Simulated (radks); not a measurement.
Question: These are the eigenvalues of the occupied orbitals of an atom or ion with whole-number occupations (eV). All-electron calculation, scalar-relativistic Kohn-Sham, LDA (Slater exchange, VWN5 correlation), spin-polarised, spherical densities, finite nucleus; Fermi nuclear charge, rms radius of each element as measured or else 0.836 A^(1/3) + 0.57 fm. Program: a radial shooting solver on a logarithmic mesh with Libxc functionals.

1s up: -28051.60
1s down: -28051.21
2s up: -4483.820
2s down: -4483.566
2p up: -4061.480
2p down: -4061.133
3s up: -1106.958
3s down: -1106.538
3p up: -968.5639
3p down: -968.1044
3d up: -754.5121
3d down: -754.0627
4s up: -406.5656
4s down: -404.7815
4p up: -360.2122
4p down: -358.4527

Which element is it, and in what charge state? The configuration may be excited. Open shells, if any, are filled with parallel spins first.

Answer: Z = 49, indium, charge +14: In14+ in [Ar] 3d10 4s2 4p5. The list shows which subshells hold electrons but not how many an open one holds; the 1s level, -1030.9 hartree, gives Z - s = 45.4 by -(Z - s)^2/2, which with screening and relativity narrows Z to a few neighbours, and the depths of the outer levels then fix element, charge and occupations together.
